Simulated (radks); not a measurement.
The germanium anion Ge- inside a hard spherical wall (all orbitals vanish at R), configuration held at [Ar] 3d10 4s2 4p3 and not refilled when levels cross. Method: scalar-relativistic Kohn-Sham, r2SCAN, spin-polarised, spherical densities, finite nucleus; open shells are filled with parallel spins first; meta-GGA in the generalised Kohn-Sham scheme; Fermi nuclear charge, rms radius 4.0742 fm; computed with a radial shooting solver on a logarithmic mesh with Libxc functionals. Eigenvalues in eV for spin up, with the zero of energy where the potential of the charges vanishes at infinity; a dash marks a level that is unbound or too diffuse for the functional's potential to be trusted. A positive occupied level is held by the wall or, in an anion where self-interaction has pushed it up, behind a barrier. The pressure on the wall is -dE/dV.

R (bohr)  E (hartree)  kinetic (hartree)    e(3p)    e(3d)   e(4s)   e(4p)  e(5s, empty)  e(5p, empty)  pressure (GPa)
20        -2099.26118           2137.318  -111.99  -23.153  -6.555   0.948         2.221         2.514        < 0.0001
7         -2099.22425           2137.482  -110.02  -21.191  -5.065   2.461         8.829        13.160            1.41
6         -2099.17594           2137.678  -108.63  -19.824  -4.112   3.600        12.841        18.454            4.90
5         -2099.04318           2138.181  -106.01  -17.255  -2.272   5.943        20.852        28.286            20.5
4         -2098.62449           2139.606  -100.83  -12.226   1.877  11.356        38.867        49.065             108
2.5       -2094.47544           2151.986  -78.511    9.393  29.889  45.886        144.86        162.75            2930
2         -2087.57780           2171.822  -57.148   31.073  69.346  91.027        268.20        288.91           13600
1.5       -2063.54096           2238.307   -7.053   85.238  192.66  222.27        587.14        604.06           94900
